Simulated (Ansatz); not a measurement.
Task: Name a neutral molecule of N, Sb and H with size of the dipole moment (ωB97M-V/def2-TZVPP) between 1.00 and 1.30 D and ideal-gas entropy at 298 K and 1 bar (rigid rotor, harmonic PBE0-D4/def2-TZVP) between 269 and 285 J/(mol·K) (Ansatz, PBE0-D4/def2-TZVP geometry).

Result: `[NH2][SbH2]` (1.08 D, 278 J/(mol·K)). Other molecules can fit too; these were computed, each in one conformer that needn't be the lowest.
